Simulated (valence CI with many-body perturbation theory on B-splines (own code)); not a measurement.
## Hf LX: magnetic and hyperfine properties of the levels

Calculated by valence CI with perturbative core correlation (CI+MBPT): three valence electrons over a frozen Dirac-Fock core [Ne], a basis of 11 s, 11 p, 10 d, 8 f, 5 g, 2 h functions for each j, with the one-electron correlation potential Σ1 (screened to all orders), the two-electron term Σ2, the three-electron term Σ3, Breit, model QED; selected single and double excitations, second order for the rest, scaled by the run's own slope (own B-spline code, finite nucleus).

The last digits are not significant, and no measured levels were compared; by estimate large intervals hold to a few tenths of a per cent, small ones and those within an open d or f shell to about a per cent.

A/g_I is the dipole constant over the nuclear g factor μ/I (μ in nuclear magnetons, uniformly magnetised nucleus), B/Q the quadrupole constant per barn. Both hold the static response of the core; the bare values leave it out. Large factors of s and p1/2 electrons are usually good to 5 to 10 %; those of open d and f shells near neutrality can be off by tens of per cent, and small factors of p3/2, d and f electrons come from cancelling terms and can be off by a factor of two or in sign, in half-filled shells by more. B is blank for J = 1/2, where it vanishes, and for nearly pure S terms. Energies count from the lowest level.

Levels are named by their leading jj configuration (3d3/2^4 stands for four electrons in 3d with j = 3/2), which in mixed levels can hold well under half, so a name can repeat and another be missing. Letters in brackets count levels of one name in rising energy.

```csv
Level,E (eV),g,A/g_I (MHz),A/g_I bare,B/Q (MHz/b),B/Q bare
(3s^2 3p1/2) J=1/2,0.0,0.648,1680000,1650000,,
(3s 3p1/2^2) J=1/2,160.2,2.118,5050000,4950000,,
(3s^2 3p3/2) J=3/2,319.1,1.321,201000,201000,396000,391000
(3s 3p1/2 3p3/2) J=3/2 [a],450.2,1.631,1160000,1140000,321000,317000
(3s 3p1/2 3p3/2) J=5/2,467.6,1.337,1450000,1420000,316000,312000
(3s 3p1/2 3p3/2) J=3/2 [b],488.3,0.966,128000,130000,201000,199000
(3s 3p1/2 3p3/2) J=1/2,497.9,1.257,-1850000,-1800000,,
(3s^2 3d3/2) J=3/2,544.6,0.827,49000,52700,87700,89000
(3s^2 3d5/2) J=5/2,608.6,1.198,75000,77100,74400,76600
(3p1/2^2 3p3/2) J=3/2,645.7,1.090,73900,77600,269000,266000
(3s 3p1/2 3d3/2) J=3/2 [a],659.0,0.695,-226000,-218000,151000,151000
(3s 3p1/2 3d3/2) J=5/2,671.1,1.022,1390000,1360000,27700,30100
(3s 3p1/2 3d3/2) J=1/2,696.6,0.395,-2070000,-2020000,,
(3s 3p1/2 3d3/2) J=3/2 [b],702.6,1.285,1250000,1230000,68300,68100
(3s 3p1/2 3d5/2) J=5/2 [a],743.6,1.350,482000,476000,76000,78000
(3s 3p1/2 3d5/2) J=7/2,757.0,1.238,990000,973000,19100,22100
(3s 3p1/2 3d5/2) J=5/2 [b],767.1,1.036,7970,11900,89800,91100
(3s 3p1/2 3d5/2) J=3/2,772.0,1.109,-1120000,-1090000,40800,42300
(3s 3p3/2^2) J=5/2,781.2,1.427,1180000,1160000,92900,91700
(3s 3p3/2^2) J=1/2,817.1,1.919,5120000,5010000,,
(3s 3p3/2^2) J=3/2,823.7,1.191,-776000,-753000,-64400,-63500
(3p1/2^2 3d3/2) J=3/2,851.0,0.775,108000,108000,66100,68100
(3p1/2^2 3d5/2) J=5/2,937.3,1.192,36300,41400,59300,61700
(3p1/2 3p3/2^2) J=5/2,958.3,1.170,653000,644000,36900,36600
(3p1/2 3p3/2^2) J=3/2,962.8,1.417,-15700,-7100,17300,17000
(3p1/2 3p3/2^2) J=1/2,979.1,0.725,2020000,1980000,,
(3s 3p3/2 3d3/2) J=3/2 [a],990.7,1.290,585000,578000,-3520,-5120
(3s 3p3/2 3d3/2) J=1/2 [a],992.3,2.162,2000000,1960000,,
(3s 3p3/2 3d3/2) J=5/2 [a],994.3,1.224,542000,536000,155000,152000
(3s 3p3/2 3d3/2) J=7/2,997.3,1.233,840000,828000,412000,409000
(3s 3p3/2 3d3/2) J=3/2 [b],1023.9,0.983,212000,211000,-210000,-206000
(3s 3p3/2 3d3/2) J=5/2 [b],1037.0,0.959,-177000,-168000,247000,246000
(3s 3p3/2 3d3/2) J=1/2 [b],1042.0,0.609,970000,952000,,
(3s 3p3/2 3d5/2) J=9/2,1043.2,1.321,657000,648000,484000,481000
(3s 3p3/2 3d5/2) J=5/2 [a],1065.3,1.338,992000,976000,-213000,-209000
(3s 3p3/2 3d5/2) J=7/2 [a],1074.0,1.235,392000,388000,274000,273000
(3s 3p3/2 3d5/2) J=3/2 [a],1077.0,1.150,-431000,-416000,-214000,-211000
(3s 3p3/2 3d5/2) J=7/2 [b],1092.4,1.196,-17600,-12400,241000,241000
(3s 3p3/2 3d5/2) J=1/2,1101.7,0.709,-1500000,-1470000,,
(3s 3p3/2 3d5/2) J=3/2 [b],1111.9,1.300,1190000,1170000,123000,123000
```

(1) Take the isotope of mass number 179, with I = 9/2, μ = -0.6389 μN and Q = 3.79 b. What is the hyperfine structure of (3s 3p1/2 3p3/2) J=1/2?

Answers

(1) From the table A = 263000 MHz. Shifts from the centre of gravity in MHz: F = 4: -723000, F = 5: 592000.
